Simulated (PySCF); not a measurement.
## BHandHLYP on Co (cobalt, neutral)

Configuration: [Ar] 3d6 4s2 4p1, one real determinant (an excited configuration). Computed with PySCF 2.14 in aug-cc-pwCVTZ-DK (10s9p7d4f3g, 127 functions), with scalar relativity by spin-free X2C-1e.

```json
{"Total energy": "-1392.977 hartree", "One-electron energy": "-1919.866 hartree", "Hartree (Coulomb) energy": "586.599 hartree", "Exchange-correlation energy": "-59.710 hartree", "⟨S²⟩": "8.7581", "⟨L²⟩": "8.047", "Sum of ⟨r⟩": "22.98 bohr", "Sum of ⟨r²⟩": "44.70 bohr²", "Traceless quadrupole moment −½Σ⟨3z² − r²⟩ along its main axis": "-5.69 e·bohr²", "Langevin diamagnetic susceptibility": "-35.4 ×10⁻⁶ cm³/mol", "Time after the integrals": "about 11 core-seconds"}
```

```csv
shell,electrons,mean orbital energy (hartree),spread (hartree),"rms radius, mean of both spins (bohr)"
1s α,1,-282.62636,0,0.0649
1s β,1,-282.62460,0,0.0649
2s α,1,-34.62213,0,0.277
2s β,1,-34.51211,0,0.277
2p α,3,-29.63558,0.03863,0.249
2p β,3,-29.53503,0.00753,0.249
3s α,1,-4.61675,0,0.825
3s β,1,-4.34252,0,0.825
3p α,3,-3.15205,0.07306,0.878
3p β,3,-2.84145,0.02794,0.878
3d α,5,-0.82379,0.07903,1.09
3d β,1,-0.65639,0,1.09
4s α,1,-0.36647,0,2.89
4s β,1,-0.30875,0,2.89
4p α,1,-0.16476,0,3.79
```

⟨L²⟩ = 8.05 against 12 for a pure F term, so this real determinant mixes terms.

Densities and radii are taken from the X2C orbitals without a picture-change correction, which distorts them close to the nucleus.
